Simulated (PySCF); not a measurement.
**Argon: a sound run and one with changed settings**

Sound run: Ar+ [Ne] 3s2 3p5, Ar(2+) [Ne] 3s2 3p4. All numbers are calculated (PySCF 2.14, scalar relativity by spin-free X2C-1e, in x2c-TZVPall (5s5p2d1f, 37 functions)). The sound run starts from symmetry-adapted Hartree-Fock orbitals and uses a fine grid where one is needed.

A second run was set up differently.

```
species  method  sound run (hartree)  changed run (hartree)  converged
    Ar+     UHF           -528.07903             -528.07903        yes
    Ar+    MN15           -528.89996             -528.89901        yes
    Ar+   B3LYP           -528.79414             -528.79409        yes
 Ar(2+)     UHF           -527.11003             -527.11003        yes
 Ar(2+)    MN15           -527.87847             -527.87688        yes
 Ar(2+)   B3LYP           -527.77552             -527.77541        yes
```

Ionisation energy of Ar+:

```
method  sound run (eV)  changed run (eV)
   UHF          26.368            26.368
  MN15          27.796            27.814
 B3LYP          27.718            27.720
```

Q: What was changed?
A. basis contracted for another Hamiltonian
B. too few SCF iterations
C. angular grid far too coarse
D. a valence shell is frozen

A: C. It used 14 angular points. A coarse angular grid integrates products of high-l functions wrongly, so density functionals can shift, and the SCF can exploit the error; Hartree-Fock and MP2 need no grid.
